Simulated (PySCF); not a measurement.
Compound: m-anisidine, C7H9NO.
Atom-mapped SMILES: `[CH3:1][O:2][c:3]1[cH:4][cH:5][cH:6][c:7]([NH2:8])[cH:9]1` (hydrogens: H10, H11, H12 on C1; H13 on C4; H14 on C5; H15 on C6; H16, H17 on N8; H18 on C9)

Method used: PBE0-D3(BJ)/def2-SVP geometry optimisation, gas phase (PySCF 2.14.0).

(1) List the bond lengths, angles and torsions at this level.

Answers

(1) 
```
                  bond  length (Å)     order
                 C1–O2       1.398    single
                 O2–C3       1.351    single
                 C3–C4       1.400  aromatic
                 C4–C5       1.397  aromatic
                 C5–C6       1.387  aromatic
                 C6–C7       1.409  aromatic
                 C7–N8       1.380    single
                 C7–C9       1.399  aromatic
                 C3–C9       1.398  aromatic
C1–H10, C1–H11, C1–H12       1.102    single
                C4–H13       1.089    single
                C5–H14       1.093    single
                C6–H15       1.093    single
        N8–H16, N8–H17       1.011    single
                C9–H18       1.092    single
```

Bonds in one row agree within 0.01 Å and their mean is given. Orders are formal, as drawn. A selection of angles:
```
    angle  degrees
 C1–O2–C3    118.7
 O2–C3–C4    124.1
 O2–C3–C9    115.5
 C4–C3–C9    120.4
 C3–C4–C5    118.3
 C4–C5–C6    121.9
 C5–C6–C7    119.8
 C6–C7–N8    120.6
 C6–C7–C9    118.6
 N8–C7–C9    120.7
 C3–C9–C7    120.9
H16–N8–C7    116.4
H17–N8–C7    116.5
```

Dihedral angles: C1–O2–C3–C4 -1° (synperiplanar). The mirror-image conformer, all signs reversed, is as good.

The 6-membered ring C3–C4–C5–C6–C7–C9 has internal angles of 118.3° to 121.9° (sum 720°, against 720° for a flat polygon); it is planar, 0.00 Å rms from its mean plane, widest ring torsion 0°. Of the pairs four or more bonds apart, C1···H13 is among the closest relative to their van der Waals radii: 2.53 Å, 87 % of the sum of Bondi's values. The 6 C–C bonds span 1.387 Å (C5–C6, aromatic) to 1.409 Å (C6–C7, aromatic), a spread of 0.022 Å. The 9 heavy atoms lie in one plane (0.011 Å rms). N8 (aniline-type nitrogen) is pyramidal (angles 116.5°, 116.4° and 113.4°, sum 346.3°, 0.24 Å off the plane of its three neighbours). The 2 C–O bonds span 1.351 Å (O2–C3, drawn single) to 1.398 Å (C1–O2, drawn single), a spread of 0.047 Å.

Whether it is a minimum is left open (no frequencies). One conformer, not necessarily the lowest.

Cost: about 2 min of CPU time on one thread; the machine was shared, so the figure is rough. This is the geometry optimisation.
